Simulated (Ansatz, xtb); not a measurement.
## CH6AlFSi: which of two isomers lies lower

Structure a is `C[SiH2][AlH][F]`, a singlet and structure b is `[CH3][Al]([F])[SiH3]`, a singlet. Both are isolated molecules in the gas phase, relaxed with B3LYP-D3(BJ)/def2-SVP; each stands in its lowest conformer found.

Q: Which of the two would you expect CCSD(T)/def2-SVP + ΔMP2/def2-TZVPP electronic energies to favour?

A: Structure b; the calculation gives E(b) − E(a) = −3.2 kcal/mol.

How the difference moves with the method:

```json
{"level": "B3LYP-D3(BJ)/def2-SVP", "geometry": "B3LYP-D3(BJ)/def2-SVP", "E(b) − E(a) (kcal/mol)": "−3.6", "departure from the last row (kcal/mol)": "−0.4", "job, with rough time for the two": "optimisation, 4.1 min"}
{"level": "HF/def2-SVP", "geometry": "B3LYP-D3(BJ)/def2-SVP", "E(b) − E(a) (kcal/mol)": "−2.7", "departure from the last row (kcal/mol)": "+0.4", "job, with rough time for the two": "part of the CCSD(T) run"}
{"level": "MP2/def2-SVP", "geometry": "B3LYP-D3(BJ)/def2-SVP", "E(b) − E(a) (kcal/mol)": "−3.4", "departure from the last row (kcal/mol)": "−0.2", "job, with rough time for the two": "part of the CCSD(T) run"}
{"level": "CCSD(T)/def2-SVP", "geometry": "B3LYP-D3(BJ)/def2-SVP", "E(b) − E(a) (kcal/mol)": "−3.5", "departure from the last row (kcal/mol)": "−0.3", "job, with rough time for the two": "single point"}
{"level": "CCSD(T)/def2-SVP + ΔMP2/def2-TZVPP", "geometry": "B3LYP-D3(BJ)/def2-SVP", "E(b) − E(a) (kcal/mol)": "−3.2", "departure from the last row (kcal/mol)": "", "job, with rough time for the two": "single point, 22 s"}
```

As drawn, b has 1 C–Al, 1 Si–H in place of 1 C–Si, 1 Al–H.

None of the levels shown reverses the order. The largest departure from CCSD(T)/def2-SVP + ΔMP2/def2-TZVPP is that of HF/def2-SVP, 0.4 kcal/mol. Levels run at GFN2-xTB geometries aren't shown. The last row adds to CCSD(T) the change of the MP2 difference between the two basis sets, here +0.3 kcal/mol.

With harmonic frequencies from B3LYP-D3(BJ)/def2-SVP (ideal gas, rigid rotor, one conformer each, 298.15 K, 1 atm): on the last row, ΔE + ΔZPE = −3.7 kcal/mol. A mode under 50 cm⁻¹ makes harmonic enthalpies and free energies unreliable, so none is given.

The correlated steps freeze 12 core orbitals. Run with Ansatz 0.2.0; the last row on 2 threads of Arm Neoverse V1 on a shared host.
